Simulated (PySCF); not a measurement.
## SnO⁺: energy against distance

Set-up: Sn x2c-SVPall, O x2c-SVPall; spin-free X2C with a Gaussian nucleus (PySCF 2.14). Energies in eV from Sn⁺ + O in their ground configurations at the same level. State: ²Π (doublet), unpaired electrons π ↑.

All columns are PBE. A positive dipole points towards O; it is taken about the centre of mass and depends on that origin.

| R (Å) | E (eV) | μ (D) | Mulliken charge on Sn (basis-dependent) | HOMO (eV) | LUMO (eV) | Mayer bond order | ⟨S²⟩ |
| --- | --- | --- | --- | --- | --- | --- | --- |
| 1.726 | -2.181 | -1.30 | 1.16 | -14.00 | -14.52 | 1.27 | 0.75 |
| 1.806 | -2.953 | -1.60 | 1.17 | -13.97 | -13.99 | 1.27 | 0.75 |
| 1.887 | -3.395 | -1.88 | 1.18 | -13.89 | -13.50 | 1.27 | 0.76 |
| 1.947 | -3.566 | -2.07 | 1.18 | -13.80 | -13.16 | 1.28 | 0.76 |
| 2.007 | -3.636 | -2.25 | 1.19 | -13.54 | -12.85 | 1.28 | 0.76 |
| 2.067 | -3.628 | -2.43 | 1.19 | -13.24 | -12.56 | 1.28 | 0.76 |
| 2.147 | -3.529 | -2.63 | 1.19 | -12.89 | -12.22 | 1.29 | 0.76 |
| 2.248 | -3.311 | -2.85 | 1.18 | -12.50 | -11.85 | 1.29 | 0.77 |
| 2.368 | -2.975 | -3.06 | 1.17 | -12.11 | -11.50 | 1.30 | 0.80 |
| 2.529 | -2.489 | -3.18 | 1.14 | -11.70 | -11.20 | 1.29 | 0.87 |

A fit through these points gives, at Re = 2.029 Å, μ = -2.32 D and dμ/dR = -2.87 D/Å; the reduced mass is 14.11 u.

Task: How strong is the fundamental in the double-harmonic approximation, I = 42.26·(dμ/dR)²/μred km/mol?

Result: I = 42.26·(-2.87)²/14.11 = 24.7 km/mol at PBE.

⟨S²⟩ of the unrestricted solution departs from its pure value on part of the curve, where spin states mix. Spin–orbit coupling is left out, which matters for elements this heavy, above all for dissociation energies. For an ion De counts to the pair picked by the measured ionisation energies or electron affinities, which need not be the lowest pair at this level. The state is the lowest determinant that a PBE0 search found; another state may lie lower at other levels.

At some distances an empty level lies below a filled one, because the occupation is held.
